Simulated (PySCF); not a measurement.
H3BrInNO (SMILES [NH2][In]([OH])[Br]), singlet, geometry from GFN2-xTB (such geometries of metal compounds can be far from the true shape) (all electrons, no relativity); PySCF with CASSCF(6,5)/STO-3G.

PySCF was given this input:
```python
from pyscf import gto, scf, mcscf
import numpy

mol = gto.Mole()
mol.atom = '''
    In    0.561698    0.318462    0.170703
    Br   -1.487604   -0.919560   -0.460885
    O     0.759862    2.073097   -0.648295
    H     0.065672    2.339223   -1.250994
    N     1.919584   -0.219452    1.603347
    H     2.735127    0.374818    1.481230
    H     2.226160   -1.182669    1.499210
'''
mol.basis = 'sto-3g'
mol.charge = 0
mol.spin = 0
mol.verbose = 4
mol.build()

mf = scf.RHF(mol)
mf.kernel()
mc = mcscf.CASSCF(mf, 5, 6)
mc.fix_spin_(ss=0.0)
mc.kernel()
occ = numpy.linalg.eigvalsh(mc.fcisolver.make_rdm1(mc.ci, mc.ncas, mc.nelecas))[::-1]
ss = mc.fcisolver.spin_square(mc.ci, mc.ncas, mc.nelecas)[0]
print('natural occupations', occ.round(4), ' <S^2>', round(ss, 4))
```

The log (banner, timings and long lists left out):

```
PySCF version 2.14.0

[INPUT] verbose = 4
[INPUT] num. atoms = 7
[INPUT] num. electrons = 102
[INPUT] charge = 0
[INPUT] spin (= nelec alpha-beta = 2S) = 0
[INPUT] symmetry False subgroup None
[INPUT] Mole.unit = angstrom
[INPUT] Symbol           X                Y                Z      unit          X                Y                Z       unit  Magmom
[...]
nuclear repulsion = 701.189186516585
number of shells = 28
number of NR pGTOs = 174
number of NR cGTOs = 58
basis = sto-3g
ecp = {}

******** <class 'pyscf.scf.hf.RHF'> ********
method = RHF
initial guess = minao
damping factor = 0
level_shift factor = 0
DIIS = <class 'pyscf.scf.diis.CDIIS'>
diis_start_cycle = 1
diis_space = 8
diis_damp = 0
SCF conv_tol = 1e-09
SCF conv_tol_grad = None
SCF max_cycles = 50
direct_scf = True
direct_scf_tol = 1e-13
Set gradient conv threshold to 3.16228e-05
Initial guess from minao.
init E= -8337.64311821993
[...]
cycle= 1 E= -8356.83386595091  delta_E= -19.2  |g|= 0.543  |ddm|= 3.28
[...]
cycle= 2 E= -8356.95371442248  delta_E= -0.12  |g|= 0.154  |ddm|= 0.995
[...]
cycle= 3 E= -8356.96571455705  delta_E= -0.012  |g|= 0.0527  |ddm|= 0.345
[...]
cycle= 4 E= -8356.96728348236  delta_E= -0.00157  |g|= 0.0109  |ddm|= 0.119
[...]
cycle= 5 E= -8356.96741215935  delta_E= -0.000129  |g|= 0.00324  |ddm|= 0.0432
[...]
cycle= 6 E= -8356.96742564534  delta_E= -1.35e-05  |g|= 0.00127  |ddm|= 0.0143
[...]
cycle= 7 E= -8356.96742743457  delta_E= -1.79e-06  |g|= 0.000203  |ddm|= 0.00637
[...]
cycle= 8 E= -8356.96742748398  delta_E= -4.94e-08  |g|= 6.5e-05  |ddm|= 0.000846
[...]
cycle= 9 E= -8356.96742748982  delta_E= -5.84e-09  |g|= 1.41e-05  |ddm|= 0.000327
[...]
cycle= 10 E= -8356.96742749012  delta_E= -2.95e-10  |g|= 3.28e-06  |ddm|= 7.34e-05
[...]
Extra cycle  E= -8356.96742749013  delta_E= -1.09e-11  |g|= 1.67e-06  |ddm|= 9.48e-06
converged SCF energy = -8356.96742749013

******** <class 'pyscf.mcscf.mc1step.CASSCF'> ********
CAS (3e+3e, 5o), ncore = 48, nvir = 5
max_cycle_macro = 50
max_cycle_micro = 4
conv_tol = 1e-07
conv_tol_grad = None
orbital rotation max_stepsize = 0.02
orbital rotation threshold for CI restart = 0.01
augmented hessian ah_max_cycle = 30
augmented hessian ah_conv_tol = 1e-12
augmented hessian ah_linear dependence = 1e-14
augmented hessian ah_level shift = 1e-08
augmented hessian ah_start_tol = 2.5
augmented hessian ah_start_cycle = 3
augmented hessian ah_grad_trust_region = 3
kf_trust_region = 3
kf_interval = 4
ci_response_space = 4
ci_grad_trust_region = 3
with_dep4 0
natorb = False
canonicalization = True
sorting_mo_energy = False
ao2mo_level = 2
internal_rotation = False
******** <class 'pyscf.fci.addons.SpinPenaltyFCISolver'> ********
max. cycles = 50
conv_tol = 1e-08
davidson only = True
linear dependence = 1e-12
level shift = 0.001
max iter space = 12
nroots = 1
pspace_size = 400
spin = None
CASCI E = -8356.97077721464  S^2 = 0.0000000
Set conv_tol_grad to 0.000316228
macro iter   1 ( 12 JK    3 micro), CASSCF E = -8356.97272515265  dE = -1.94793801e-03  S^2 = 0.0000000
               |grad[o]|=0.00974  |grad[c]|=0.0226  |ddm|=0.052  |maxRot[o]|=0.117
macro iter   2 ( 21 JK    4 micro), CASSCF E = -8356.97737311095  dE = -4.64795830e-03  S^2 = 0.0000000
               |grad[o]|=0.0114  |grad[c]|=0.137  |ddm|=0.129  |maxRot[o]|=0.284
macro iter   3 ( 21 JK    4 micro), CASSCF E = -8356.98352574815  dE = -6.15263720e-03  S^2 = 0.0000000
               |grad[o]|=0.0142  |grad[c]|=0.0081  |ddm|=0.0481  |maxRot[o]|=0.216
macro iter   4 ( 21 JK    4 micro), CASSCF E = -8356.98850386698  dE = -4.97811883e-03  S^2 = 0.0000000
               |grad[o]|=0.0146  |grad[c]|=0.0115  |ddm|=0.0281  |maxRot[o]|=0.119
macro iter   5 ( 21 JK    4 micro), CASSCF E = -8356.99012556984  dE = -1.62170285e-03  S^2 = 0.0000000
               |grad[o]|=0.0125  |grad[c]|=0.00996  |ddm|=0.0275  |maxRot[o]|=0.0892
macro iter   6 ( 21 JK    4 micro), CASSCF E = -8356.99109659053  dE = -9.71020694e-04  S^2 = 0.0000000
               |grad[o]|=0.00963  |grad[c]|=0.0121  |ddm|=0.027  |maxRot[o]|= 0.07
macro iter   7 ( 21 JK    4 micro), CASSCF E = -8356.99189636044  dE = -7.99769914e-04  S^2 = 0.0000000
               |grad[o]|=0.00865  |grad[c]|=0.00771  |ddm|=0.0249  |maxRot[o]|=0.0835
macro iter   8 ( 21 JK    4 micro), CASSCF E = -8356.99267903752  dE = -7.82677080e-04  S^2 = 0.0000000
               |grad[o]|=0.00756  |grad[c]|=0.00627  |ddm|=0.0183  |maxRot[o]|=0.111
macro iter   9 ( 21 JK    4 micro), CASSCF E = -8356.99323394028  dE = -5.54902761e-04  S^2 = 0.0000000
               |grad[o]|=0.00627  |grad[c]|=0.00453  |ddm|=0.00884  |maxRot[o]|=0.0852
macro iter  10 ( 17 JK    4 micro), CASSCF E = -8356.99388593454  dE = -6.51994256e-04  S^2 = 0.0000000
               |grad[o]|=0.00511  |grad[c]|=0.0588  |ddm|=0.056  |maxRot[o]|=0.207
macro iter  11 (  7 JK    2 micro), CASSCF E = -8356.99438426038  dE = -4.98325839e-04  S^2 = 0.0000000
               |grad[o]|=0.00466  |grad[c]|=0.00302  |ddm|=0.00339  |maxRot[o]|=0.0669
macro iter  12 (  7 JK    2 micro), CASSCF E = -8356.99479388009  dE = -4.09619710e-04  S^2 = 0.0000000
               |grad[o]|=0.00344  |grad[c]|=0.00602  |ddm|=0.00302  |maxRot[o]|=0.0688
macro iter  13 (  7 JK    2 micro), CASSCF E = -8356.99526329544  dE = -4.69415347e-04  S^2 = 0.0000000
               |grad[o]|=0.00322  |grad[c]|=0.0166  |ddm|=0.00191  |maxRot[o]|=0.0692
macro iter  14 (  7 JK    2 micro), CASSCF E = -8356.99563012650  dE = -3.66831064e-04  S^2 = 0.0000000
               |grad[o]|=0.00301  |grad[c]|=0.0123  |ddm|=0.00758  |maxRot[o]|=0.0694
macro iter  15 (  6 JK    2 micro), CASSCF E = -8356.99577809671  dE = -1.47970210e-04  S^2 = 0.0000000
               |grad[o]|=0.002  |grad[c]|=0.00253  |ddm|=0.00888  |maxRot[o]|=0.0492
macro iter  16 (  9 JK    3 micro), CASSCF E = -8356.99569283510  dE =  8.52616104e-05  S^2 = 0.0000000
               |grad[o]|=0.000784  |grad[c]|=0.0125  |ddm|=0.00235  |maxRot[o]|=0.0618
macro iter  17 ( 21 JK    4 micro), CASSCF E = -8356.99574258214  dE = -4.97470464e-05  S^2 = 0.0000000
               |grad[o]|=0.000922  |grad[c]|=0.0104  |ddm|=0.00128  |maxRot[o]|=0.0718
macro iter  18 (  7 JK    2 micro), CASSCF E = -8356.99580005654  dE = -5.74743990e-05  S^2 = 0.0000000
               |grad[o]|=0.000935  |grad[c]|=0.00505  |ddm|=0.00242  |maxRot[o]|=0.0328
macro iter  19 ( 11 JK    3 micro), CASSCF E = -8356.99579823779  dE =  1.81875293e-06  S^2 = 0.0000000
               |grad[o]|=0.000308  |grad[c]|=0.000665  |ddm|=0.00117  |maxRot[o]|=0.0225
macro iter  20 ( 21 JK    4 micro), CASSCF E = -8356.99577805351  dE =  2.01842795e-05  S^2 = 0.0000000
               |grad[o]|=0.000248  |grad[c]|=0.00182  |ddm|=0.000764  |maxRot[o]|=0.0555
macro iter  21 ( 25 JK    4 micro), CASSCF E = -8356.99579120008  dE = -1.31465731e-05  S^2 = 0.0000000
               |grad[o]|=0.000429  |grad[c]|=0.000224  |ddm|=0.00019  |maxRot[o]|=0.0174
macro iter  22 (  7 JK    2 micro), CASSCF E = -8356.99580117646  dE = -9.97637289e-06  S^2 = 0.0000000
               |grad[o]|=0.000291  |grad[c]|=0.00083  |ddm|=0.000291  |maxRot[o]|=0.0181
macro iter  23 (  5 JK    1 micro), CASSCF E = -8356.99580215201  dE = -9.75554940e-07  S^2 = 0.0000000
               |grad[o]|=9.66e-05  |grad[c]|=0.000206  |ddm|=0.000105  |maxRot[o]|=0.00726
macro iter  24 (  3 JK    1 micro), CASSCF E = -8356.99580215795  dE = -5.93718141e-09  S^2 = 0.0000000
               |grad[o]|=3.12e-05  |grad[c]|=3.85e-05  |ddm|=5.61e-05  |maxRot[o]|=0.000363
1-step CASSCF converged in  24 macro (340 JK  73 micro) steps
CASSCF canonicalization
Density matrix diagonal elements [1.97972497 1.97661282 1.97732864 0.02831807 0.03801551]
CASSCF energy = -8356.99580215795
CASCI E = -8356.99580215795  E(CI) = -8.15872890744686  S^2 = 0.0000000
natural occupations [1.9958 1.9795 1.9629 0.0384 0.0233]  <S^2> 0.0
```
